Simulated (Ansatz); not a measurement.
# Abstraction of Br: SiH(CH3)2Br + CHF2 → SiH(CH3)2 + CHBrF2

Species: SiH(CH3)2Br, singlet; CHF2 (difluoromethyl radical) `F[CH]F`, doublet; SiH(CH3)2, doublet; CHBrF2 (bromodifluoromethane) `FC(F)Br`, singlet. A radical takes Br: the energy is the difference in strength between the Si–Br bond broken and the C–Br bond made.

Shapes, held fixed at every level: PBE0-D4/def2-TZVP. Programs: Ansatz 0.2.0. The zero-point and thermal change to 298 K, harmonic and unscaled (PBE0-D4/def2-TZVP), is +0.8 kJ/mol.

| level | kind | ΔH(298 K) (kJ/mol) | less CCSD(T)/def2-TZVPP | CPU time (sum over the molecules) |
| --- | --- | --- | --- | --- |
| MP2/def2-SVP | perturbation theory | +118.9 | +0.1 | – |
| HF/def2-TZVPP | Hartree–Fock | +152.1 | +33.3 | – |
| SPW92/def2-TZVPP | LDA | +95.7 | -23.1 | 13 s |
| PBE-D4/def2-TZVPP | GGA | +105.1 | -13.7 | 24 s |
| r2SCAN-D4/def2-TZVPP | meta-GGA | +120.0 | +1.2 | 45 s |
| PBE0-D4/def2-TZVPP | global hybrid | +117.7 | -1.1 | 27 s |
| B2PLYP/def2-TZVPP | double hybrid | +121.7 | +2.9 | 45 s |
| CCSD(T)/def2-TZVPP | coupled cluster or CI | +118.8 | 0.0 | 30 min |

The highest level, CCSD(T)/def2-TZVPP, gives ΔH(298 K) = +118.8 kJ/mol; the levels span +95.7 to +152.1. The column of differences is taken from that level and isn't an error. No measured value is set beside it here. Open shells run unrestricted. Relativity is left out for Br. Outer-core shells of Br are correlated in most correlated rows, in sets that cover them unevenly. Times are processor times on shared x86 and Arm servers, and rough.
